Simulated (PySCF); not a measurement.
**Calculated NMR data**

No solvent model, non-relativistic Hamiltonian, one computed conformer, one averaged value for each set of equivalent atoms. Geometry: GFN2-xTB; NMR shieldings at PBE0/pcSseg-1/GIAO; PySCF 2.14.0 with density-fitted response routines.

Scale: $^{1}$H (σref 31.72), $^{13}$C (σref 186.93) vs TMS (reference shieldings calculated alike). Splittings of carbon signals by F and P are missing where no couplings were computed. Where no couplings were computed, multiplicities follow the n + 1 count of equivalent neighbours, and m marks all less simple cases (inequivalent or close neighbours, rings, F or P nearby). Shifts are as computed. Against solution values, carbons near 30 ppm lie about +3 ppm off and those near 130 ppm about +5 ppm. Of 1309 compounds with measured shifts, 239 miss one by over three times the rms of a fit or turn the order of signals round; such compounds aren't used in these exercises. OH and NH positions are gas-phase values without hydrogen bonding to other molecules.

**1.** SMILES C=Cc1n[nH]c(O[SiH3])n1, C4H7N3OSi. $^{1}$H NMR (600 MHz, computed): δ 8.90 (br s, 1H), 6.82 (m, 1H), 6.78 (m, 1H), 5.83 (m, 1H), 5.10 (s, 3H). $^{13}$C{$^{1}$H} NMR (computed): δ 163.5, 163.2, 135.3, 127.0.

**2.** SMILES [SiH2]1CCC=C([SiH2]C)[C@H]1F, C6H13FSi2. $^{1}$H NMR (600 MHz, computed): δ 6.47 (m, 1H), 5.57 (m, 1H), 4.77 (m, 1H), 4.34 (m, 1H), 4.22 (m, 1H), 3.84 (m, 1H), 2.60 (m, 1H), 1.60 (m, 1H), 0.83 (m, 1H), 0.67 (m, 1H), 0.29 (m, 3H). $^{13}$C{$^{1}$H} NMR (computed): δ 153.1, 144.6, 92.5, 26.6, 3.9, -3.3.
